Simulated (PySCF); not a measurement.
# Diatomics of S with the sixth-period p block

PBE0 with double-zeta basis sets in PySCF, for the lowest determinant that a PBE0 search found; no spin–orbit coupling. De refers to high-spin ground-configuration atoms. A positive dipole means M(−)S(+).

| M | basis | state (unpaired electrons) | Re (Å) | ωe (cm⁻¹) | De (eV) | μ (D) |
| --- | --- | --- | --- | --- | --- | --- |
| Tl | def2-SVP | doublet (π ↑) | 2.612 | 274 | 2.98 | -3.39 |
| Pb | def2-SVP | singlet (closed shell) | 2.308 | 451 | 4.47 | -3.92 |
| Bi | def2-SVP | doublet (π ↑) | 2.321 | 445 | 2.97 | -3.19 |

The shortest bond is that of PbS (2.308 Å), the longest that of TlS (2.612 Å).

The state changes along the series, so neighbouring rows are not always alike in their bonding.

Spin–orbit coupling is left out, which matters for elements this heavy, above all for dissociation energies. States were picked by a PBE0 search and need not be the measured ground states.
